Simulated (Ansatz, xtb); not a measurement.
# Two isomers of C6H4O2Se

Structure a: `O=Cc1cccc(=O)[se]1`, a singlet. Structure b: `O=Cc1cc(=O)cc[se]1`, a singlet. Both are isolated molecules in the gas phase, relaxed with PBE0-D3(BJ)/def2-SVP; the shapes shown needn't be the lowest conformers.

a (Å):

| atom | x (Å) | y (Å) | z (Å) |
| --- | --- | --- | --- |
| C | -1.8070 | -0.5401 | 1.6630 |
| C | -0.7630 | 0.5052 | 1.7015 |
| C | 0.0485 | 0.7090 | 0.6275 |
| C | 1.0836 | 1.6916 | 0.5676 |
| C | 1.4159 | 2.5634 | 1.5576 |
| C | 0.8028 | 2.6873 | 2.8733 |
| O | -2.5592 | -0.7757 | 2.5724 |
| O | 1.1355 | 3.4783 | 3.7165 |
| Se | -0.6694 | 1.4739 | 3.2912 |
| H | -1.8457 | -1.1096 | 0.7002 |
| H | -0.1056 | 0.0733 | -0.2506 |
| H | 1.6598 | 1.7455 | -0.3602 |
| H | 2.2310 | 3.2761 | 1.3997 |

b (Å):

```xyz
13

C    -2.3645   -2.0897   -1.4109
C    -1.1916   -1.5283   -0.7049
C    -0.2495   -0.8190   -1.3682
C     0.9641   -0.2024   -0.8063
C     1.2027   -0.3597    0.6324
C     0.4172   -1.0191    1.5091
O    -3.2244   -2.7260   -0.8593
O     1.7348    0.4145   -1.5242
Se   -1.1761   -1.9041    1.1295
H    -2.3913   -1.8753   -2.5075
H    -0.3733   -0.6674   -2.4468
H     2.1178    0.1185    0.9938
H     0.6918   -1.0744    2.5668
```

Quicker runs give these differences E(b) − E(a): GFN2-xTB +8.6 kcal/mol; HF/STO-3G +1.9 kcal/mol (at GFN2-xTB geometries); r2SCAN-D4/def2-SVP +7.5 kcal/mol (at GFN2-xTB geometries).

Problem. Estimate E(b) − E(a) at the level CCSD(T)/def2-SVP + ΔMP2/def2-TZVPP.

Solution. Calculated at CCSD(T)/def2-SVP + ΔMP2/def2-TZVPP: E(b) − E(a) = +4.7 kcal/mol, so structure a lies lower.

Level by level:

| level | geometry | E(b) − E(a) (kcal/mol) | departure from the last row (kcal/mol) | job, with rough time for the two |
| --- | --- | --- | --- | --- |
| GFN2-xTB | GFN2-xTB | +8.6 | +3.8 | optimisation, 0.18 s |
| HF/STO-3G | GFN2-xTB | +1.9 | −2.8 | single point, 0.86 s |
| r2SCAN-D4/def2-SVP | GFN2-xTB | +7.5 | +2.8 | single point, 5.9 s |
| PBE0-D3(BJ)/def2-SVP | PBE0-D3(BJ)/def2-SVP | +6.2 | +1.5 | optimisation, 50 s |
| HF/def2-SVP | PBE0-D3(BJ)/def2-SVP | +2.2 | −2.6 | part of the CCSD(T) run |
| MP2/def2-SVP | PBE0-D3(BJ)/def2-SVP | +6.3 | +1.6 | part of the CCSD(T) run |
| CCSD(T)/def2-SVP | PBE0-D3(BJ)/def2-SVP | +5.2 | +0.5 | single point |
| CCSD(T)/def2-SVP + ΔMP2/def2-TZVPP | PBE0-D3(BJ)/def2-SVP | +4.7 |  | single point, 4 min |

As drawn, both hold the same kinds of bond in the same numbers.

None of the levels shown reverses the order. The largest departure from CCSD(T)/def2-SVP + ΔMP2/def2-TZVPP is that of GFN2-xTB, 3.8 kcal/mol. The last row adds to CCSD(T) the change of the MP2 difference between the two basis sets, here −0.5 kcal/mol.

With thermal terms from frequencies at re-optimised GFN2-xTB minima (ideal gas, soft modes damped towards free rotors, one conformer each, 298.15 K, 1 atm): on the last row, ΔE + ΔZPE = +4.5, ΔH = +4.5, ΔG = +4.6 kcal/mol.

The correlated steps freeze 17 core orbitals; the filled d shell of Se is correlated, in a basis made for valence electrons. Run with Ansatz 0.2.0, xtb 6.7.1; the last row on 4 threads of Arm Neoverse V1 on a shared host.
